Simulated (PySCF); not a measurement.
C6H7Cl.
Bonds: C1–C2 (triple), C2–C3, C3–C4, C4–C5 (double), C4–C6, C6–Cl7. Hydrogens: H8 on C1; H9, H10 on C3; H11, H12 on C5; H13, H14 on C6.

Structure optimised with GFN2-xTB, isolated species.

Problem. Give the optimised bond lengths and angles.

Solution. 
```csv
bond,length (Å)
C1≡C2,1.196
C2–C3,1.452
C3–C4,1.508
C4=C5,1.323
C4–C6,1.493
C6–Cl7,1.801
C1–H8,1.049
"C3–H9, C3–H10",1.093
C5–H11,1.077
C5–H12,1.077
"C6–H13, C6–H14",1.090
```

Bonds in one row agree within 0.01 Å and their mean is given. A selection of angles:
```csv
angle,degrees
C2–C1–H8,178.7
C1–C2–C3,178.2
C2–C3–C4,109.9
C2–C3–H9,109.2
C4–C3–H9,110.5
H9–C3–H10,108.9
C3–C4–C5,122.9
C3–C4–C6,115.0
C5–C4–C6,122.2
C4–C5–H11,121.8
C4–C5–H12,121.8
H11–C5–H12,116.3
C4–C6–Cl7,109.6
C4–C6–H13,112.2
Cl7–C6–H13,106.5
Cl7–C6–H14,106.2
H13–C6–H14,110.6
```

Torsions: C2–C3–C4–C5 109° (anticlinal); C3–C4–C6–Cl7 -73° (synclinal). The mirror-image conformer, all signs reversed, is as good.

The 5 C–C bonds span 1.196 Å (C1≡C2, drawn triple) to 1.508 Å (C3–C4, drawn single), a spread of 0.312 Å. Of the pairs four or more bonds apart, C2···H14 is among the closest relative to their van der Waals radii: 2.72 Å, 94 % of the sum of Bondi's values.

Point group: C1 (no symmetry element, even within 0.4 Å). No GFN2-xTB frequencies stand behind this structure, so it isn't proved a minimum. The numbers are those of one conformer.

The numbers are calculated, not measured.
